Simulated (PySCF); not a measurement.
Delta-SCF ions had no search for a lower state. Excitations are Tamm–Dancoff values on a coarser integration grid. The basis has no diffuse functions, so Rydberg states are missing or too high.

**HF$_{3}$OSi, SMILES `O[Si](F)(F)F` (charge 0, multiplicity 1)**

Method: PBE-D3(BJ)/def2-TZVP (PySCF).

- HOMO: -8.80 eV
- dipole moment: 2.12 D
- LUMO: -0.91 eV
- HOMO–LUMO gap: 7.89 eV
- S1 excitation (TDA): 8.11 eV
- S1 oscillator strength: 0.027
- T1 excitation (TDA): 7.64 eV
- S1–T1 gap (TDA): 0.48 eV
- vertical ionisation energy (Delta-SCF): 12.90 eV
- total energy: -664.7857 Ha
- cost: very roughly 70 core-seconds

Bonds (Å): O1–Si2 1.622, O1–H6 0.969, Si2–F3 1.591, Si2–F4 1.591, Si2–F5 1.583. Bond angles (°): Si2–O1–H6 118.6, O1–Si2–F3 112.6, O1–Si2–F4 112.6, O1–Si2–F5 107.2, F3–Si2–F4 106.8, F3–Si2–F5 108.8, F4–Si2–F5 108.8.
